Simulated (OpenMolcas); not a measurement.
Al III: input and output

Input:

```
&GATEWAY
Coord
1

Al 0.0 0.0 0.0
Basis=ANO-RCC-MB
Group=XYZ
NoMove
AngMom=0.0 0.0 0.0
AMFI
&SEWARD
&RASSCF
FileOrb=start.orb
Symmetry=1
Spin=2
nActEl=1 0 0
Inactive=2 3
Ras2=1 3
CIRoot=1 1 1
SDav=1
CIMx=300
Iter=120 100
PrWF=0.3
OrbListing=Nothing
MaxOrb=0
Atom
>>> COPY $Project.JobIph JOB001
&RASSCF
FileOrb=start.orb
Symmetry=2
Spin=2
nActEl=1 0 0
Inactive=2 3
Ras2=1 3
CIRoot=3 3 1
SDav=3
CIMx=300
Iter=120 100
PrWF=0.3
OrbListing=Nothing
MaxOrb=0
Atom
>>> COPY $Project.JobIph JOB002
&RASSI
NrOfJobIphs=2 1 3
1
1 2 3
IphNames
JOB001
JOB002
EJob
SpinOrbit
DIPRint=1.0
SOCoupling=1000.0
Subsets=2
MEES
Property=10
'ANGMOM' 1 'ANGMOM' 2 'ANGMOM' 3 'MLTPL  1' 1 'MLTPL  1' 2 'MLTPL  1' 3
'AMFI' 1 'AMFI' 2 'AMFI' 3 'MLTPL  2' 6
SOProperty=3
'ANGMOM' 1 'ANGMOM' 2 'ANGMOM' 3
```

A driver script runs the steps one by one and writes start.orb anew before each from the orbitals found so far.

Output, cut to the results:

```
--- SEWARD ---
Basis set label: AL.ANO-RCC...3S2P.

      Electronic valence basis set:
      ------------------
      Associated Effective Charge  13.000000 au
      Associated Actual Charge     13.000000 au
      Nuclear Model: Point charge

      Shell  nPrim  nBasis  Cartesian Spherical Contaminant
         s      17       3        X
         p      12       2        X
                  Relativistic Douglas-Kroll-Hess integrals:
                    - DKH order of Hamiltonian: 2
                    - DKH order of Properties : 0
                  Atomic mean-field integrals
--- RASSCF ---
Wave function specifications:
      -----------------------------

      Number of closed shell electrons          10
      Number of electrons in active shells       1
      Max number of holes in RAS1 space          0
      Max nr of electrons in RAS3 space          0
      Number of inactive orbitals                5
      Number of active orbitals                  4
      Number of secondary orbitals               0
      Spin quantum number                      0.5
      State symmetry                             1
Orbital specifications:
      -----------------------

      Symmetry species                           1   2
                                                ag  au
      Frozen orbitals                            0   0
      Inactive orbitals                          2   3
      Active orbitals                            1   3
      RAS1 orbitals                              0   0
      RAS2 orbitals                              1   3
      RAS3 orbitals                              0   0
      Secondary orbitals                         0   0
      Deleted orbitals                           0   0
      Number of basis functions                  3   6
      Number of CSFs                             1
      Number of root(s) required                 1
      Iter CI   SX   CI       RASSCF       Energy    max ROT     max BLB   max BLB  Level Ln srch  Step   QN
          iter iter root      energy       change     param      element    value   shift minimum  type update
 Nr of preliminary CI iterations:   1
 ###############################################################################
 ###############################################################################
 ###                                                                         ###
 ###                                                                         ###
 ###    WARNING: Problems in orbital optimization.                           ###
 ###                                                                         ###
 ###                                                                         ###
 ###############################################################################
 ###############################################################################
  Warning: In symmetry  2, orbital p=   4 has diagonal density matrix element D(p,p) close to zero. D(p,p)=  0.000000E+00
  Warning: In symmetry  2, orbital p=   5 has diagonal density matrix element D(p,p) close to zero. D(p,p)=  0.000000E+00
        ...
  Warning: In symmetry  2, orbital p=   4 has diagonal density matrix element D(p,p) close to zero. D(p,p)=  0.000000E+00
  Warning: In symmetry  2, orbital p=   5 has diagonal density matrix element D(p,p) close to zero. D(p,p)=  0.000000E+00
  Warning: In symmetry  2, orbital p=   6 has diagonal density matrix element D(p,p) close to zero. D(p,p)=  0.000000E+00
        4   1    1    1  -241.44795305   -2.84E-14   0.00E+00    1   3 1  1.11E-09   0.00   0.00    SX    NO
      Convergence after  4 iterations
        5   1    1    1  -241.44795305   -5.68E-14   0.00E+00    1   3 1  1.11E-09   0.00   0.00    SX    NO
      Natural orbitals and occupation numbers for root  1
      sym 1:   1.000000
      sym 2:   0.000000   0.000000   0.000000
::    RASSCF root number  1 Total energy:   -241.44795305
--- RASSCF ---
Wave function specifications:
      -----------------------------

      Number of closed shell electrons          10
      Number of electrons in active shells       1
      Max number of holes in RAS1 space          0
      Max nr of electrons in RAS3 space          0
      Number of inactive orbitals                5
      Number of active orbitals                  4
      Number of secondary orbitals               0
      Spin quantum number                      0.5
      State symmetry                             2
...
--- RASSI ---
SPIN-FREE ENERGIES:
  (Shifted by EMIN (a.u.) =       -241.4479530507)

 SF State       Relative EMIN(au)   Rel lowest level(eV)    D:o, cm**(-1)      L_eff

     1             0.0000000000        0.0000000000              0.0000         0.0
     2             0.2497391778        6.7957492286          54811.4140         1.0
     3             0.2497391778        6.7957492286          54811.4140         1.0
     4             0.2497391778        6.7957492286          54811.4140         1.0
     Dipole printing threshold changed to   1.00000000E+00

++ Dipole transition strengths (spin-free states):
   -----------------------------------------------
     for osc. strength at least  1.00000000E+00

  ( Max oscillator strength is only   0.40304865940805068      )
--
Eigenvalues of complex Hamiltonian:
   -----------------------------------
  (Shifted by EMIN (a.u.) =       -241.4479530507)

 SO State       Relative EMIN(au)   Rel lowest level(eV)    D:o, cm**(-1)     J-value

     1             0.0000000000        0.0000000000              0.0000         0.4
     2             0.0000000000        0.0000000000              0.0000         0.4
     3             0.2493972824        6.7864457812          54736.3766         0.4
     4             0.2493972824        6.7864457812          54736.3766         0.4
     5             0.2499101255        6.8004009523          54848.9327         1.4
     6             0.2499101255        6.8004009523          54848.9327         1.4
     7             0.2499101255        6.8004009523          54848.9327         0.8
     8             0.2499101255        6.8004009523          54848.9327         0.8
Weights of the five most important spin-orbit-free states for each spin-orbit state.

 SO State  Total energy (au)           Spin-free states, spin, and weights
 -------------------------------------------------------------------------------------------------------
...
```

The J values that RASSI prints are effective ones from its own formula and need not be integers or half-integers; the table below assigns J from the states.

Levels above the lowest, from the spin-orbit matrix, grouped by J:

| Configuration | Term | J | E (eV) | Measured (eV) | Term weight % |
| --- | --- | --- | --- | --- | --- |
| 3s | ²S | 1/2 | 0.0000 | 0.0000 | 100 |
| 3p | ²P° | 1/2 | 6.7864 | 6.6558 | 100 |
| 3p | ²P° | 3/2 | 6.8004 | 6.6848 | 100 |

Against the 2 measured excited levels shown (NIST levels in Kelleher and Podobedova, J. Phys. Chem. Ref. Data 37, 709 (2008)) the mean absolute deviation is 990 cm-1; the largest miss in energy is 3p ²P°_1/2: computed 6.7864, measured 6.6558 eV (+2.0 %).

With one active electron the reference holds no correlation, so core polarisation is missing. Measured partners are found by configuration, term and J. A level has none where our copy of the source lacks it or the pairing is in doubt (some pairs that miss far off the trend of their configuration count as doubtful), and it then counts in no deviation. Levels of configurations outside the active space are missing.

The term weight is that of the spin-free term in the level, not the purity of its configuration. ° marks odd parity.
